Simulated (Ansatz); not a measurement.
Ge(F)2(Cl)(Me) (CH₃ClF₂Ge), SMILES [Cl][Ge]([F])([CH3])[F].

Geometry optimised at PBE0-D3(BJ)/def2-SVP. The structure was generated by enumeration, and PubChem lists no compound with its InChIKey, so it may never have been made.

Two levels are set side by side: PBE/def2-SVPD (Ansatz, a quantum-chemistry and plane-wave program) and PBE0/def2-SVPD (Ansatz). Energy differences of separate SCF runs at the same geometry; the states with an electron removed or added have multiplicity 2 and 2. Differences are taken from unrounded values.

```tsv
quantity	PBE0	PBE	PBE minus PBE0
vertical ionisation energy (eV)	12.05	11.58	-0.47
vertical singlet–triplet gap (eV)	7.11	6.55	-0.56
```
